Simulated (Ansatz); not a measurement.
(BeS)n: PBE0-D4/def2-SVP single points in Ansatz on relaxed structures, gas phase. Binding counts from free atoms in the multiplicity of their measured ground term, without zero-point energy. The structures are stationary points that may keep the symmetry of their start.

```tsv
species	atoms	state	geometry	HOMO (eV)	LUMO (eV)	gap (eV)	binding per atom (eV)	point group (within 0.1 Å)
(BeS)2 ring (Be2S2)	4	singlet	PBE0-D4/def2-TZVP	-6.87	-2.91	3.96	3.20	D2h
(BeS)3 ring (Be3S3)	6	singlet	PBE-D4/def2-SVP	-7.85	-2.68	5.16	3.66	D3h
```

(1) Estimate the rows for (BeS)6 ring (Be6S6) (singlet, B3LYP-D4/def2-SVP geometry).

(1) 
```json
{"species": "(BeS)6 ring (Be6S6)", "atoms": "12", "state": "singlet", "geometry": "B3LYP-D4/def2-SVP", "HOMO (eV)": "-8.32", "LUMO (eV)": "-1.68", "gap (eV)": "6.64", "binding per atom (eV)": "3.76", "point group (within 0.1 Å)": "D3d"}
```

The gap (eV) runs from 3.96 ((BeS)2 ring) to 6.64 ((BeS)6 ring). The binding per atom (eV) runs from 3.20 ((BeS)2 ring) to 3.76 ((BeS)6 ring).
